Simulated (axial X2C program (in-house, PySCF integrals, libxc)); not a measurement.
**Fe: configurations by level of theory**

Computed with an in-house all-electron X2C program for linear molecules (integrals from PySCF), basis dyall-cv3z (cores contracted in-house), spin-free (one-electron X2C) and two-component (2c, atomic mean-field Coulomb and Gaunt terms). Energies in eV from the lowest row of each column (rows without correlated energies are left out; n/a marks j-coupled starts, which PBE0 does not hold); electrons by l are Mulliken totals of the Hartree–Fock solution, and PBE0 can relax to another configuration under the same block occupation. Coupled cluster uses truncated natural virtuals with an MP2 remainder. Frozen shells in the correlated columns: 3 s, 2 p.

Spin-free determinants:

```csv
electrons by l,"M_S, M_L",HF,MP2,CCSD(T),PBE0
s8 p12 d6,"2, 0",0.00,0.00,0.00,0.00
s8 p12 d6,"2, 2",0.08,0.06,0.06,0.24
```

Two-component determinants:

```tsv
electrons by l	2M_J	HF	MP2	CCSD(T)	PBE0
s8 p12 d6	4	0.00	0.00	0.00	0.00
s8 p12 d6	8	0.04	0.02	0.01	0.20
s8 p12 d6	6	0.05	0.03	0.02	0.05
s8 p12 d6	2	0.10	0.07	0.06	0.10
```

Ground level as tabulated from the NIST Atomic Spectra Database (leading term): 2S+1 = 5, L = 2, J = 4.

Spin-free rows of one term, and 2c rows of one J level, should be degenerate; broken spherical symmetry, the missing current term of PBE0 and determinants that mix terms or J levels spread them. The search is wide but not exhaustive and can miss a configuration; gaps between s and d configurations can be off by some tenths of an eV with this basis and core.

The run took 110 s on 1 thread of Intel(R) Xeon(R) Processor @ 2.30GHz (shared host).
